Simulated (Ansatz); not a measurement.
Basis-set extrapolation for CH6MgOSi (`[CH3][Mg][O][SiH3]`) (PBE0-D4/def2-TZVP geometry, frozen core, the Gaussian-basis code of Ansatz). Multiplicity 1, RHF reference. For Mg the program correlates outer-core shells too, which these sets cover unevenly, so the extrapolated numbers aren't a true limit.

|  | def2-TZVPP | def2-QZVPP |
| --- | --- | --- |
| HF | -604.913841 | -604.938686 |
| MP2 correlation | -0.750259 | -0.832571 |
| CCSD(T) correlation | -0.814360 | -0.895963 |

Energies in hartree. Use E(X) = E(∞) + A·exp(−7.88·√X) for Hartree–Fock and E(X) = E(∞) + B·X^(−2.97) for correlation, with X = 3 and 4.

Problem. What is the CCSD(T) energy at the basis-set limit?

Solution. HF limit: -604.938686 + (-0.024845) × 0.13774 = -604.94211. Correlation limit: -0.895963 + (-0.081603) × 0.74074 = -0.95641. Total: -605.89852 hartree, 447.2 kJ/mol below CCSD(T)/def2-TZVPP.
